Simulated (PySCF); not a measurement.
OSi, charge +1, doublet, geometry from GFN2-xTB (a state made from the parent by changing its charge; the spin is typed, not shown lowest); PBE0/STO-3G (PySCF).

Input for PySCF:
```python
from pyscf import gto, scf, dft

mol = gto.Mole()
mol.atom = '''
    Si   -0.000000   -0.000000   -0.540265
    O     0.000000    0.000000    0.945464
'''
mol.basis = 'sto-3g'
mol.charge = 1
mol.spin = 1
mol.verbose = 4
mol.build()

mf = dft.UKS(mol)
mf.xc = 'pbe0'
mf.kernel()
mf.analyze()
```

Output, abridged:

```
PySCF version 2.14.0

[INPUT] verbose = 4
[INPUT] num. atoms = 2
[INPUT] num. electrons = 21
[INPUT] charge = 1
[INPUT] spin (= nelec alpha-beta = 2S) = 1
[INPUT] symmetry False subgroup None
[INPUT] Mole.unit = angstrom
[INPUT] Symbol           X                Y                Z      unit          X                Y                Z       unit  Magmom
[INPUT]  1 Si     0.000000000000   0.000000000000  -0.540265000000 AA    0.000000000000   0.000000000000  -1.020952884688 Bohr   0.0
[INPUT]  2 O      0.000000000000   0.000000000000   0.945464000000 AA    0.000000000000   0.000000000000   1.786668020636 Bohr   0.0

nuclear repulsion = 39.8914254369673
number of shells = 8
number of NR pGTOs = 42
number of NR cGTOs = 14
basis = sto-3g
ecp = {}

******** <class 'pyscf.dft.uks.UKS'> ********
method = UKS
initial guess = minao
damping factor = 0
level_shift factor = 0
DIIS = <class 'pyscf.scf.diis.CDIIS'>
diis_start_cycle = 1
diis_space = 8
diis_damp = 0
SCF conv_tol = 1e-09
SCF conv_tol_grad = None
SCF max_cycles = 50
direct_scf = True
direct_scf_tol = 1e-13
number electrons alpha = 11  beta = 10
XC library pyscf.dft.libxc version 7.1.2
    S. Lehtola, C. Steigemann, M. J. T. Oliveira, and M. A. L. Marques,  SoftwareX 7, 1–5 (2018)
XC functionals = pbe0
    C. Adamo and V. Barone,  J. Chem. Phys. 110, 6158 (1999)
    M. Ernzerhof and G. E. Scuseria,  J. Chem. Phys. 110, 5029 (1999)
radial grids:
    Treutler-Ahlrichs [JCP 102, 346 (1995); DOI:10.1063/1.469408] (M4) radial grids

becke partition: Becke, JCP 88, 2547 (1988); DOI:10.1063/1.454033
pruning grids: <function nwchem_prune>
grids dens level: 3
symmetrized grids: False
atomic radii adjust function: <function treutler_atomic_radii_adjust>
small_rho_cutoff = 0
Set gradient conv threshold to 3.16228e-05
tot grids = 33264
init E= -359.96711235264

cycle= 1 E= -359.455174721287  delta_E= 0.512  |g|= 0.595  |ddm|= 1.65
cycle= 2 E= -355.688134735048  delta_E= 3.77  |g|= 2.12  |ddm|= 3.08
cycle= 3 E= -359.784248703448  delta_E= -4.1  |g|= 0.079  |ddm|= 2.48
cycle= 4 E= -359.783270937145  delta_E= 0.000978  |g|=  0.1  |ddm|= 0.127
cycle= 5 E= -359.784339361804  delta_E= -0.00107  |g|= 0.0921  |ddm|= 0.0267
cycle= 6 E= -359.789610079344  delta_E= -0.00527  |g|= 0.0169  |ddm|= 0.142
cycle= 7 E= -359.789834386391  delta_E= -0.000224  |g|= 0.00314  |ddm|= 0.0341
cycle= 8 E= -359.789840404937  delta_E= -6.02e-06  |g|= 0.00119  |ddm|= 0.0062
cycle= 9 E= -359.789841498291  delta_E= -1.09e-06  |g|= 7.09e-05  |ddm|= 0.00233
cycle= 10 E= -359.789841507841  delta_E= -9.55e-09  |g|= 4.09e-05  |ddm|= 0.000384
cycle= 11 E= -359.789841509881  delta_E= -2.04e-09  |g|= 2.54e-06  |ddm|= 0.000146
cycle= 12 E= -359.789841509889  delta_E= -7.39e-12  |g|= 2.99e-07  |ddm|= 9.46e-06
Extra cycle  E= -359.789841509888  delta_E= 3.41e-13  |g|= 9.32e-07  |ddm|= 1.36e-06
converged SCF energy = -359.789841509888  <S^2> = 0.75768786  2S+1 = 2.0076731
**** SCF Summaries ****
Total Energy =                        -359.789841509888447
Nuclear Repulsion Energy =              39.891425436967310
One-electron Energy =                 -572.158838918420543
Two-electron Energy =                  172.477571971564743
Two-electron Coulomb Energy =          201.429317842096168
DFT Exchange-Correlation Energy =      -28.951745870531418
**** MO energy ****
                             alpha | beta                alpha | beta
MO #1   energy= -65.9080137724305  | -65.9055256228618  occ= 1 | 1
MO #2   energy= -19.3584332497298  | -19.3479437108589  occ= 1 | 1
MO #3   energy= -5.56229165146013  | -5.55838743033998  occ= 1 | 1
MO #4   energy= -3.84250689184525  | -3.83256321190698  occ= 1 | 1
MO #5   energy= -3.83427191149524  | -3.8325295430025   occ= 1 | 1
MO #6   energy= -3.83427191149523  | -3.83252954300249  occ= 1 | 1
MO #7   energy= -1.31654382568516  | -1.27513262124729  occ= 1 | 1
MO #8   energy= -0.753905615523293 | -0.668526243914296 occ= 1 | 1
MO #9   energy= -0.609558033670782 | -0.590480515900992 occ= 1 | 1
MO #10  energy= -0.609558033670781 | -0.590480515900991 occ= 1 | 1
MO #11  energy= -0.606439705952547 | -0.437059945404199 occ= 1 | 0
MO #12  energy= -0.257044104580967 | -0.240133691150227 occ= 0 | 0
MO #13  energy= -0.257044104580964 | -0.240133691150226 occ= 0 | 0
MO #14  energy= 0.037626812141248  | 0.0841016578099949 occ= 0 | 0

To work with the spin densities directly, `use mulliken_meta_spin()` only printing them here.

 ** Mulliken spin pop alpha/beta on meta-lowdin orthogonal AOs **
 ** Mulliken Spin Density (per AO)  **
spin_pop of  0 Si 1s        0.00000
spin_pop of  0 Si 2s        0.00002
spin_pop of  0 Si 3s        0.17909
spin_pop of  0 Si 2px      -0.00002
spin_pop of  0 Si 2py      -0.00002
spin_pop of  0 Si 2pz       0.00032
spin_pop of  0 Si 3px      -0.01535
spin_pop of  0 Si 3py      -0.01535
spin_pop of  0 Si 3pz       0.26686
spin_pop of  1 O 1s       -0.00000
spin_pop of  1 O 2s        0.01569
spin_pop of  1 O 2px       0.01537
spin_pop of  1 O 2py       0.01537
spin_pop of  1 O 2pz       0.53802
 ** Mulliken Spin Density (per atom)  **
spin density of  0 Si =      0.41556
spin density of  1 O =      0.58444
 ** Mulliken pop alpha/beta on meta-lowdin orthogonal AOs **
 ** Mulliken pop       alpha | beta **
pop of  0 Si 1s        1.00000 | 1.00000
pop of  0 Si 2s        0.99999 | 0.99997
pop of  0 Si 3s        0.89462 | 0.71552
pop of  0 Si 2px       0.99957 | 0.99959
pop of  0 Si 2py       0.99957 | 0.99959
pop of  0 Si 2pz       0.99959 | 0.99927
pop of  0 Si 3px       0.21958 | 0.23493
pop of  0 Si 3py       0.21958 | 0.23493
pop of  0 Si 3pz       0.38100 | 0.11413
pop of  1 O 1s        0.99995 | 0.99996
pop of  1 O 2s        0.90354 | 0.88786
pop of  1 O 2px       0.78085 | 0.76548
pop of  1 O 2py       0.78085 | 0.76548
pop of  1 O 2pz       0.82131 | 0.28330
In total            11.00000 | 10.00000
 ** Mulliken atomic charges   ( Nelec_alpha | Nelec_beta ) **
charge of  0Si =      0.98857  (     6.71350      6.29794 )
charge of  1O =      0.01143  (     4.28650      3.70206 )

WARN: System has nonzero charge 1; the dipole moment is origin-dependent.
Location of origin: [0. 0. 0.]

Dipole moment(X, Y, Z, Debye):  0.00000,  0.00000, -2.75670
```
